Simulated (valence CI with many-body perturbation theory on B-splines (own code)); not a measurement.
**Forbidden lines of Au²⁸⁺**

Method: relativistic CI+MBPT: five valence electrons over a frozen Dirac-Fock core [Kr] 4d10, a basis of 7 s, 7 p, 7 d, 7 f, 4 g, 2 h functions for each j, with the one-electron correlation potential Σ1 (screened to all orders), the two-electron term Σ2, the three-electron term Σ3, Breit, model QED; selected single and double excitations, second order for the rest, scaled by the run's own slope (own B-spline code, finite nucleus).

The last digits are not significant, and no measured levels were compared; by estimate large intervals hold to a few tenths of a per cent, small ones and those within an open d or f shell to about a per cent. Core correlation moves these levels by up to 4900 cm⁻¹, and in measured spectra 5 to 20 % of such shifts remained as error; rates that hang on mixing are uncertain with them. Among the levels kept, up to 790 cm⁻¹ of a level comes from second order outside the variational space, and about a tenth of that is noise between levels of different J, which matters for small intervals. Only levels of the ground parity were solved; by the run's estimate the other parity begins above the list, which can be wrong where configurations are misplaced.

Lines 51 to 100 of 119 in falling wavelength, among levels below 16.722 eV, chosen from the decays that carry over 1 % of a level's rate. Wavelengths and rates use the calculated energies. Electric multipoles are in the length gauge, E1 and E2 with the static RPA response of the core. Weak lines are less certain than strong ones. Lines between different terms over intervals too small for the method are left out, as are lines whose strength nearly cancels. Where a level lies close to another of its J and parity, the split of strength between their lines is uncertain.

Levels are named by their leading jj configuration (3d3/2^4 stands for four electrons in 3d with j = 3/2), which in mixed levels can hold well under half, so a name can repeat and another be missing. Letters in brackets count levels of one name in rising energy.

| λ vac (Å) | Upper | Lower | Type | A (s⁻¹) | Branch % |
| --- | --- | --- | --- | --- | --- |
| 3117 | (4f5/2^3 4f7/2^2) J=11/2 [d] | (4f5/2^3 4f7/2^2) J=11/2 [b] | M1 | 4.81e+01 | 8.5 |
| 3046 | (4f5/2^4 4f7/2) J=5/2 | (4f5/2^5) J=5/2 | M1 | 5.78e+02 | 98.0 |
| 3023 | (4f5/2^3 4f7/2^2) J=5/2 [a] | (4f5/2^4 4f7/2) J=3/2 | M1 | 7.89e+02 | 28.3 |
| 3020 | (4f5/2^3 4f7/2^2) J=5/2 [b] | (4f5/2^3 4f7/2^2) J=7/2 [a] | M1 | 2.20e+02 | 12.5 |
| 2999 | (4f5/2^3 4f7/2^2) J=13/2 [a] | (4f5/2^3 4f7/2^2) J=11/2 [a] | M1 | 3.47e+02 | 46.7 |
| 2937 | (4f5/2^3 4f7/2^2) J=13/2 [b] | (4f5/2^3 4f7/2^2) J=11/2 [b] | M1 | 1.08e+02 | 14.5 |
| 2929 | (4f5/2^3 4f7/2^2) J=11/2 [c] | (4f5/2^3 4f7/2^2) J=11/2 [a] | M1 | 4.07e+02 | 34.8 |
| 2861 | (4f5/2^4 4f7/2) J=3/2 | (4f5/2^5) J=5/2 | M1 | 2.42e+02 | 99.7 |
| 2853 | (4f5/2^3 4f7/2^2) J=7/2 [c] | (4f5/2^3 4f7/2^2) J=5/2 [a] | M1 | 2.83e+01 | 1.6 |
| 2841 | (4f5/2^3 4f7/2^2) J=5/2 [a] | (4f5/2^4 4f7/2) J=5/2 | M1 | 4.82e+02 | 17.3 |
| 2822 | (4f5/2^3 4f7/2^2) J=17/2 [a] | (4f5/2^4 4f7/2) J=15/2 | M1 | 5.58e+02 | 87.7 |
| 2670 | (4f5/2^2 4f7/2^3) J=15/2 | (4f5/2^3 4f7/2^2) J=15/2 [a] | M1 | 1.58e+03 | 70.8 |
| 2641 | (4f5/2^4 4f7/2) J=1/2 | (4f5/2^5) J=5/2 | E2 | 3.19e-02 | 1.2 |
| 2634 | (4f5/2^3 4f7/2^2) J=17/2 [b] | (4f5/2^3 4f7/2^2) J=15/2 [a] | M1 | 5.15e+00 | 15.4 |
| 2614 | (4f5/2^3 4f7/2^2) J=9/2 [d] | (4f5/2^3 4f7/2^2) J=9/2 [b] | M1 | 2.22e+01 | 3.2 |
| 2591 | (4f5/2^3 4f7/2^2) J=7/2 [b] | (4f5/2^3 4f7/2^2) J=7/2 [a] | M1 | 3.91e+02 | 20.2 |
| 2567 | (4f5/2^3 4f7/2^2) J=5/2 [c] | (4f5/2^3 4f7/2^2) J=5/2 [a] | M1 | 3.75e+02 | 15.6 |
| 2545 | (4f5/2^3 4f7/2^2) J=3/2 [a] | (4f5/2^4 4f7/2) J=1/2 | M1 | 1.21e+03 | 60.7 |
| 2544 | (4f5/2^3 4f7/2^2) J=11/2 [b] | (4f5/2^3 4f7/2^2) J=9/2 [a] | M1 | 1.08e+02 | 67.4 |
| 2369 | (4f5/2^3 4f7/2^2) J=3/2 [a] | (4f5/2^4 4f7/2) J=3/2 | M1 | 5.48e+02 | 27.5 |
| 2331 | (4f5/2^4 4f7/2) J=9/2 | (4f5/2^3 4f7/2^2) J=9/2 [b] | M1 | 4.81e+02 | 27.7 |
| 2315 | (4f5/2^3 4f7/2^2) J=9/2 [b] | (4f5/2^4 4f7/2) J=7/2 | M1 | 8.10e+00 | 5.8 |
| 2294 | (4f5/2^3 4f7/2^2) J=9/2 [c] | (4f5/2^3 4f7/2^2) J=9/2 [a] | M1 | 3.55e+02 | 18.4 |
| 2290 | (4f5/2^3 4f7/2^2) J=11/2 [d] | (4f5/2^3 4f7/2^2) J=9/2 [b] | M1 | 1.82e+02 | 32.1 |
| 2256 | (4f5/2^3 4f7/2^2) J=3/2 [a] | (4f5/2^4 4f7/2) J=5/2 | M1 | 4.73e+01 | 2.4 |
| 2201 | (4f5/2^3 4f7/2^2) J=11/2 [c] | (4f5/2^3 4f7/2^2) J=9/2 [a] | M1 | 7.45e+02 | 63.6 |
| 2124 | (4f5/2^3 4f7/2^2) J=15/2 [b] | (4f5/2^4 4f7/2) J=13/2 | M1 | 1.25e+02 | 22.2 |
| 2095 | (4f5/2^3 4f7/2^2) J=5/2 [b] | (4f5/2^4 4f7/2) J=3/2 | M1 | 2.58e+01 | 1.5 |
| 2077 | (4f5/2^3 4f7/2^2) J=5/2 [a] | (4f5/2^4 4f7/2) J=7/2 | M1 | 9.40e+02 | 33.8 |
| 2017 | (4f5/2^3 4f7/2^2) J=7/2 [a] | (4f5/2^5) J=5/2 | M1 | 1.36e+01 | 3.5 |
| 2006 | (4f5/2^3 4f7/2^2) J=5/2 [b] | (4f5/2^4 4f7/2) J=5/2 | M1 | 1.33e+03 | 75.3 |
| 1952 | (4f5/2^3 4f7/2^2) J=7/2 [d] | (4f5/2^3 4f7/2^2) J=9/2 [b] | M1 | 6.27e+02 | 48.6 |
| 1932 | (4f5/2^3 4f7/2^2) J=9/2 [d] | (4f5/2^3 4f7/2^2) J=7/2 [a] | M1 | 1.80e+02 | 26.2 |
| 1915 | (4f5/2^3 4f7/2^2) J=11/2 [d] | (4f5/2^4 4f7/2) J=13/2 | M1 | 7.86e+01 | 13.9 |
| 1894 | (4f5/2^3 4f7/2^2) J=7/2 [b] | (4f5/2^3 4f7/2^2) J=9/2 [a] | M1 | 9.52e+02 | 49.2 |
| 1869 | (4f5/2^3 4f7/2^2) J=7/2 [c] | (4f5/2^3 4f7/2^2) J=7/2 [a] | M1 | 2.37e+02 | 13.0 |
| 1853 | (4f5/2^3 4f7/2^2) J=13/2 [b] | (4f5/2^4 4f7/2) J=15/2 | M1 | 1.50e+01 | 2.0 |
| 1853 | (4f5/2^3 4f7/2^2) J=1/2 | (4f5/2^4 4f7/2) J=1/2 | M1 | 3.95e+02 | 20.2 |
| 1845 | (4f5/2^3 4f7/2^2) J=13/2 [b] | (4f5/2^4 4f7/2) J=13/2 | M1 | 1.73e+01 | 2.3 |
| 1829 | (4f5/2^3 4f7/2^2) J=9/2 [d] | (4f5/2^3 4f7/2^2) J=11/2 [a] | M1 | 2.63e+02 | 38.3 |
| 1773 | (4f5/2^4 4f7/2) J=9/2 | (4f5/2^3 4f7/2^2) J=7/2 [a] | M1 | 6.83e+02 | 39.4 |
| 1768 | (4f5/2^2 4f7/2^3) J=15/2 | (4f5/2^4 4f7/2) J=13/2 | M1 | 5.22e+02 | 23.4 |
| 1759 | (4f5/2^3 4f7/2^2) J=17/2 [b] | (4f5/2^4 4f7/2) J=15/2 | M1 | 2.57e+00 | 7.7 |
| 1758 | (4f5/2^3 4f7/2^2) J=1/2 | (4f5/2^4 4f7/2) J=3/2 | M1 | 1.55e+03 | 79.1 |
| 1742 | (4f5/2^3 4f7/2^2) J=5/2 [c] | (4f5/2^3 4f7/2^2) J=7/2 [a] | M1 | 4.83e+02 | 20.1 |
| 1725 | (4f5/2^3 4f7/2^2) J=3/2 [b] | (4f5/2^4 4f7/2) J=1/2 | M1 | 3.48e+01 | 6.8 |
| 1693 | (4f5/2^3 4f7/2^2) J=9/2 [c] | (4f5/2^4 4f7/2) J=7/2 | M1 | 1.51e+03 | 78.7 |
| 1686 | (4f5/2^4 4f7/2) J=9/2 | (4f5/2^3 4f7/2^2) J=11/2 [a] | M1 | 1.23e+02 | 7.1 |
| 1664 | (4f5/2^3 4f7/2^2) J=11/2 [d] | (4f5/2^3 4f7/2^2) J=11/2 [a] | M1 | 7.79e+01 | 13.8 |
| 1642 | (4f5/2^3 4f7/2^2) J=3/2 [b] | (4f5/2^4 4f7/2) J=3/2 | M1 | 3.30e+02 | 64.8 |
